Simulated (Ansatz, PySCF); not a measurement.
C4H9OSn, doublet, geometry from GFN2-xTB (such geometries of metal compounds can be far from the true shape) (the spin is typed, not shown lowest) (core potentials on Sn). Base run: B3LYP/def2-SVP in PySCF.

PySCF was given this input:
```python
from pyscf import gto, scf, dft

mol = gto.M(
    atom='''
Sn    0.84074528    0.99095697    0.71756737
O    -0.63789116   -0.28990391    0.22115309
C    -0.99629778   -1.15587181   -0.81934987
C     0.10763636   -2.19158570   -1.04471856
C    -2.29362810   -1.85790796   -0.40407316
C    -1.22371265   -0.35814634   -2.10561060
H    -0.16885573   -2.88686695   -1.83222195
H     0.28379031   -2.74277078   -0.12434589
H     1.02876805   -1.67858103   -1.32348392
H    -2.12933318   -2.40731543    0.51891766
H    -2.62299190   -2.54535500   -1.17829755
H    -3.06759643   -1.11567613   -0.22876756
H    -0.29858253    0.14835482   -2.38189745
H    -1.99185855    0.39253410   -1.93818315
H    -1.53146178   -1.01186970   -2.91680066
''',
    basis='def2-svp',
    ecp={'Sn': 'def2-svp'},
    spin=1,
    verbose=4,
)

mf = dft.UKS(mol)
mf.xc = 'b3lyp'
mf.kernel()
```

The same geometry, method and basis name were run in Ansatz (a first-principles code) and PySCF, at each program's defaults and at the settings that a row names. The base is PySCF at its defaults. Differences at the defaults can come from grids, fitting, cores and function types together.

| code and settings | ΔE vs base (mEh) | basis functions | E (Eh) | SCF cycles | dipole (D) |
|---|---|---|---|---|---|
| PySCF, defaults (exact integrals, its default grid, spherical functions) | 0.000 | 141 | -447.26771 | 20 | 1.06 |
| Ansatz, defaults (factorised integrals, its default grid, spherical functions) | 0.003 | 141 | -447.26770 | - | - |
| PySCF, density fitting with def2-universal-jkfit | -0.063 | 141 | -447.26777 | 20 | 1.06 |
| PySCF, fine grid | 0.003 | 141 | -447.26770 | 20 | 1.06 |
| Ansatz, high accuracy | 0.004 | 141 | -447.26770 | - | - |

Open shells are given as the SCF converged; they aren't shown to be the lowest states, and a large step between rows can be another state.
